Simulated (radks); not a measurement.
Question: Isoelectronic series with 1 electrons, each ion in its NIST ground configuration. All-electron calculation, Dirac Kohn-Sham, PBE, spin-unpolarised, spherical densities, finite nucleus; Fermi nuclear charge, rms radius of each element as measured or else 0.836 A^(1/3) + 0.57 fm. Program: a radial shooting solver on a logarithmic mesh with Libxc functionals. Total energies (hartree) and mean radii <r> (bohr):

ion    configuration  E (hartree)    1s1/2
H                1s1     -0.45893    1.636
Li2+             1s1     -4.34457   0.5151
B4+              1s1    -12.23145   0.3053
N6+              1s1    -24.12622   0.2169
F8+              1s1    -40.03675   0.1681
Al12+            1s1    -83.94900   0.1158
P14+             1s1   -111.97926   0.1002
Cl16+            1s1   -144.08247  0.08825
K18+             1s1   -180.27978  0.07882
Sc20+            1s1   -220.59516  0.07118
V22+             1s1   -265.05556  0.06486
Co26+            1s1   -366.53430  0.05502
Cu28+            1s1   -423.62207  0.05111
Ga30+            1s1   -484.99390  0.04769
As32+            1s1   -550.69306  0.04469

Estimate the row of Mn24+ (1s1).

Answer: E (hartree) -313.69090; 1s1/2 0.05955.
